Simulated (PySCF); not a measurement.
**Vibration and rotation of DyBr**

PBE0 constants of DyBr, sextet, about 9.8 electrons in the 4f shell (Mulliken), real f orbitals that mix terms (Dy x2c-SVPall, Br x2c-SVPall; spin-free X2C with a Gaussian nucleus (PySCF 2.14); masses 163.9292 and 78.9183 u):

| Quantity | Value |
| --- | --- |
| ωe | 203.7 cm⁻¹ |
| ωexe | 0.423 cm⁻¹ |
| Be | 0.045543 cm⁻¹ |
| αe | 0.000138 cm⁻¹ |
| De to Dy (4f10 6s2) + Br | 3.92 eV |

**Question.** What force constant and bond length do these constants imply?

**Answer.** Reduced mass μred = 53.272 u; k = 5.8918×10⁻⁷·μred·ωe² (u, cm⁻¹, mdyn/Å) = 1.30 mdyn/Å; Re = √(16.8576/(μred·Be)) (u, cm⁻¹, Å) = 2.636 Å.

**Question.** Estimate the centrifugal constant D from the Kratzer relation and find the Dunham coefficient a1.

**Answer.** D = 4Be³/ωe² = 9.11e-09 cm⁻¹; a1 = −1 − αeωe/(6Be²) = -3.26.

These are scalar-relativistic numbers at best; spin–orbit coupling would shift them, the dissociation energy most. The state is the lowest single determinant that the PBE0 search found; with open d or f shells the true ground state can be another one.
